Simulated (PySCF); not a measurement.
# CH3N, SMILES `C=N` (charge 0, multiplicity 1)

Level of theory: TPSSh-D3(BJ)/def2-TZVP // PBE0-D3(BJ)/def2-TZVP in PySCF.

HOMO: -6.99 eV
dipole moment: 1.98 D
LUMO: -0.95 eV
HOMO–LUMO gap: 6.05 eV
S1 excitation (TDA): 5.39 eV
S1 oscillator strength: 0.004
brightest of the four lowest singlets (TDA): 8.63 eV
T1 excitation (TDA): 4.36 eV
S1–T1 gap (TDA): 1.03 eV
vertical ionisation energy (Delta-SCF): 10.46 eV
adiabatic ionisation energy (no zero-point term): 9.74 eV
hole reorganisation energy (four-point): 1.584 eV
total energy: -94.6730 Ha
cost: roughly 110 core-seconds

Bond lengths (Å): C1–N2 1.261, C1–H3 1.092, C1–H4 1.096, N2–H5 1.021. Angles (°): N2–C1–H3 118.8, N2–C1–H4 124.9, H3–C1–H4 116.3, C1–N2–H5 111.0.
